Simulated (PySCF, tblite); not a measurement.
C4H10F2Si2.
Z-matrix (Å and degrees, GFN2-xTB geometry), rows numbered from 1:
```
C 
Si  1  1.8961
C   2  1.8987  1  108.90
C   3  1.3322  2  124.68  1  -107.83
Si  4  1.8879  3  127.02  2   177.05
C   3  1.4963  2  115.93  1    69.97
F   6  1.3626  3  112.16  2  -120.87
F   6  1.3593  3  111.69  2    -2.92
H   1  1.0871  2  111.37  3    57.46
H   1  1.0859  2  110.85  3   177.50
H   1  1.0861  2  111.08  3   -62.70
H   2  1.4655  1  111.66  3   120.03
H   2  1.4680  1  111.12  3  -116.19
H   4  1.0831  3  116.30  2    -1.66
H   5  1.4605  4  109.91  3   -78.83
H   5  1.4648  4  106.90  3   161.18
H   5  1.4662  4  109.65  3    42.79
H   6  1.1025  3  113.14  2   117.92
```

Level of theory: PBE0/pcSseg-1 in PySCF (dipole) on a GFN2-xTB geometry, gas phase.

Masses are those of the commonest isotopes; rigid-rotor values at the optimised geometry. The values belong to one conformer with, in the numbering `[CH3:1][SiH2:2]/[C:3](=[CH:4]/[SiH3:5])[CH:6]([F:7])[F:8]`, C1–Si2–C3–C4 -108°, Si2–C3–C6–F7 -121°.

(1) Give the principal moments of inertia and the rotational constants in MHz.

(2) Classify the top.

(3) What does the inertial defect say?

(4) Give the other two planar moments, Paa and Pbb, and the rms extents of the mass along the axes.

(5) Give the coordinates in the principal-axis frame, origin at the centre of mass.

(6) Which types of transition are allowed, and where do some lines up to J = 3 fall?

(7) Estimate the classical rotational partition function at 10 K, 25 K and 100 K.

## Answers

(1) Ia = 253.36, Ib = 574.47, Ic = 721.94 u·Å²; 505379 MHz·u·Å²/I gives A = 1995, B = 879.7, C = 700.0 MHz.

(2) An asymmetric top; Ray's κ = -0.722.

(3) Not planar: Δ = Ic − Ia − Ib = -105.88 u·Å². For a rigid frame Δ = −2 Σ m c², so Σ m c² = 52.94 u·Å² lies off the ab plane: 14.75 from hydrogen and 38.19 from heavier atoms. The atom farthest from that plane is 2.07 Å away.

(4) Paa = Σ m a² = (Ib + Ic − Ia)/2 = 521.53 and Pbb = Σ m b² = (Ia + Ic − Ib)/2 = 200.42 u·Å². With the mass M = 152.03 u, the rms extents √(P/M) along a, b and c are 1.85, 1.15, 0.59 Å.

(5) The sense of each axis is arbitrary; atoms in the order of the calculation.
```tsv
atom	mass (u)	a (Å)	b (Å)	c (Å)
C1	12.000	-2.758	0.483	1.172
Si2	27.977	-1.833	1.028	-0.390
C3	12.000	-0.045	0.397	-0.297
C4	12.000	1.021	1.168	-0.080
Si5	27.977	2.813	0.604	0.102
C6	12.000	0.136	-1.082	-0.434
F7	18.998	0.743	-1.629	0.656
F8	18.998	-1.057	-1.725	-0.541
H9	1.008	-2.266	0.846	2.071
H10	1.008	-3.775	0.866	1.173
H11	1.008	-2.811	-0.600	1.238
H12	1.008	-2.457	0.493	-1.603
H13	1.008	-1.738	2.491	-0.465
H14	1.008	0.832	2.229	0.021
H15	1.008	3.033	0.072	1.444
H16	1.008	3.655	1.780	-0.130
H17	1.008	3.114	-0.415	-0.909
H18	1.008	0.736	-1.365	-1.314
```

(6) The dipole components are |μa| = 0.20 D, |μb| = 1.37 D, |μc| = 0.41 D. Intensities carry the squares of the components, which stand as 0.02 : 1.00 : 0.09 (a : b : c). Some lines, for components of 0.1 D or more:

```csv
type,branch,"J(Ka,Kc)",MHz,lower level (cm⁻¹)
a,Q,"3(1,2) ← 3(1,3)",1077,0.338
c,Q,"1(1,1) ← 1(0,1)",1115,0.053
b,Q,"2(1,1) ← 2(0,2)",1494,0.157
b,R,"2(0,2) ← 1(1,1)",2025,0.090
b,Q,"3(2,1) ← 3(1,2)",3187,0.374
a,R,"2(1,1) ← 1(1,0)",3339,0.096
b,Q,"2(2,0) ← 2(1,1)",3365,0.207
b,Q,"2(2,1) ← 2(1,2)",3884,0.189
b,R,"2(1,2) ← 1(0,1)",4095,0.053
c,R,"2(1,1) ← 1(0,1)",4634,0.053
a,R,"3(2,2) ← 2(2,1)",4739,0.319
a,R,"3(1,2) ← 2(1,1)",4996,0.207
c,Q,"3(3,1) ← 3(2,1)",5938,0.480
b,Q,"3(3,1) ← 3(2,2)",6036,0.477
b,R,"2(2,1) ← 1(1,0)",6684,0.096
c,R,"2(2,0) ← 1(1,0)",6704,0.096
c,R,"2(2,1) ← 1(1,1)",6864,0.090
b,R,"2(2,0) ← 1(1,1)",6884,0.090
c,R,"3(3,1) ← 2(2,1)",10775,0.319
```

(7) Point group C1, symmetry number σ = 1; q = (√π/σ)·√((kT/h)³/(ABC)), k/h = 20836.6 MHz/K: 4810 at 10 K, 19000 at 25 K, 152000 at 100 K.

Its lowest GFN2-xTB frequency is 6i cm⁻¹, too small to tell a flat minimum from a shallow saddle. Constants of a rigid frame at the computed geometry: no zero-point averaging, no centrifugal distortion. A rigid rotor knows nothing of internal rotation, which can split or shift real lines.
